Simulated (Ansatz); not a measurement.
Pulling on the B1–H2 bond in BH3Se (SMILES B[SeH]) (multiplicity 1 held, fragments rigid). Energies count from the point at 1.186 Å.
Geometry at that point (charge 0, multiplicity 1):
```xyz
5

B      0.4501    -0.0398    -1.5025
H     -0.2892    -0.5600    -2.2704
H      1.4866     0.4372    -1.8194
Se    -0.1317    -0.0109     0.3152
H      1.0302     0.6917     0.8871
```

U- levels take the lowest unrestricted solution at each point, which mixes spins at long bonds. Active spaces are followed from a long bond inwards. Curves can end on different states.

Cores are frozen in the correlated methods. Filled d and f shells under p-block atoms count as core.

Codes used: Ansatz (Gaussian orbitals). Each number belongs to the level named beside it.

**Question.** What energy at R = 3.795 Å does SC-NEVPT2 on CASSCF(2,2)/cc-pVTZ give?

**Answer.** 444 kJ/mol

**Question.** Estimate the energy at R = 3.795 Å that U-SCS-MP2/cc-pVTZ returns for this input.

**Answer.** 463 kJ/mol

**Question.** Predict the energy at R = 3.795 Å from FIC-MRCISD+Q on CASSCF(2,2)/cc-pVTZ.

**Answer.** 456 kJ/mol

Doubts at one or more of the structures used: a spin-contaminated determinant (U-SCS-MP2/cc-pVTZ).

Ansatz is a program for electronic structure.
